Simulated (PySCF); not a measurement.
Cu(Cl)(OH2) (ClCuH₂O), SMILES [OH2]->[Cu][Cl], multiplicity 1.

Geometry optimised at B3LYP-D3(BJ)/def2-TZVP. The spin state was assumed, not searched.

Calculation: PySCF with CAM-B3LYP/def2-TZVPD.

Symmetry labels are those of the subgroup Cs that the program uses (full group Cs).

List the valence orbital energies around the gap with their symmetry. (An estimate is asked for; the answer gives what the named calculation found.)


```tsv
orbital	symmetry	energy (eV)
HOMO−7	A'	-10.57
HOMO−6	A"	-10.24
HOMO−5	A'	-10.16
HOMO−4	A'	-9.60
HOMO−3	A"	-9.60
HOMO−2	A'	-8.56
HOMO−1	A"	-8.29
HOMO	A'	-8.24
LUMO	A'	-1.05
LUMO+1	A"	0.62
LUMO+2	A'	0.99
LUMO+3	A'	1.04
```
